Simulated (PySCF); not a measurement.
## A small calculation by hand: dipole moment from atomic charges

InClI2, SMILES [Cl][In]([I])[I]. Atoms are numbered in the order given.

```xyz
4

In     0.0000     0.0000    -0.5599
Cl     0.0000     0.0000    -2.9126
I      0.0000    -2.3447     0.7259
I      0.0000     2.3447     0.7259
```

Geometry: B3LYP-D3(BJ)/def2-SVP. The structure was generated by enumeration; whether it is a known compound was not checked. The def2 effective core potentials stand for the cores of I, In; spin–orbit coupling is left out.

Charges (e) from PBE0/def2-TZVP (PySCF):

| atom | ESP fit | Mulliken |
|---|---|---|
| In1 | 0.430 | 0.803 |
| Cl2 | -0.217 | -0.346 |
| I3 | -0.106 | -0.229 |
| I4 | -0.106 | -0.229 |

The dipole moment of the full density is 1.21 D.

**Question.** What dipole moment does each set of point charges give, and which comes closer to that of the density?

**Answer.** 
μ = Σ q r, and 1 e Å = 4.8032 D.
ESP fit: Σ q r = (0.000, 0.000, 0.237) e Å, |μ| = 1.14 D.
Mulliken: Σ q r = (0.000, 0.000, 0.226) e Å, |μ| = 1.08 D.
ESP fit comes closer in size. Point charges leave out the atoms' own dipoles (lone pairs, polarised bonds); fits to the potential absorb them, partitions of the density don't.
